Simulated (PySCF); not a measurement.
**Energy of Mn⁺ (manganese, charge +1) between two integer charges**

The 4s alpha orbital of [Ar] 3d5 4s1 is emptied in steps (occupation f), with all orbitals relaxed, ending at [Ar] 3d5. Computed with PySCF 2.14 in x2c-TZVPall, with scalar relativity by spin-free X2C-1e. The exact energy is a straight line in f; departures are measured from the line between the end points of the same method.

Task: Among PBE0, r2SCAN, LC-wPBE, which shows the largest delocalisation error (convex curve), and which is closest to linear?

Result: Most convex: r2SCAN (-0.789 eV at f = 0.5); closest to linear: LC-wPBE (-0.033 eV).

```
  f  PBE0 (eV)  r2SCAN (eV)  LC-wPBE (eV)
  1      0.000        0.000         0.000
0.9     -0.238       -0.288        -0.013
0.7     -0.556       -0.667        -0.028
0.5     -0.663       -0.789        -0.033
0.3     -0.559       -0.661        -0.030
0.1     -0.240       -0.282        -0.016
  0      0.000        0.000         0.000
```

| method | E(f=0) − E(f=1) (eV) | −ε at f=1 (eV) | −ε at f=0.5 (eV) |
| --- | --- | --- | --- |
| PBE0 | 15.948 | 13.309 | 15.939 |
| r2SCAN | 16.138 | 12.917 | 16.154 |
| LC-wPBE | 15.734 | 15.588 | 15.728 |

Reference removal energy between the ground levels: 15.640 eV (measured; NIST Atomic Spectra Database, ionization energies).
